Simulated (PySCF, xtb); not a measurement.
ClFH₂O₂Sn, SMILES [OH][Sn]([OH])([F])[Cl].

GFN2-xTB (xtb) at its own geometry gives an orbital gap of 4.12 eV and a dipole moment of 1.55 D.

Geometry optimised at PBE0-D3(BJ)/def2-SVP. The structure was generated by enumeration; whether it is a known compound was not checked. The def2 effective core potentials stand for the cores of Sn; spin–orbit coupling is left out. The values are those of a single conformer.

Q: What does PBE/def2-TZVP run with PySCF give? (Estimate from the structure and the level; the computed values follow.)

A: gap 4.34 eV (levels -7.98 and -3.64 eV), dipole 1.90 D.
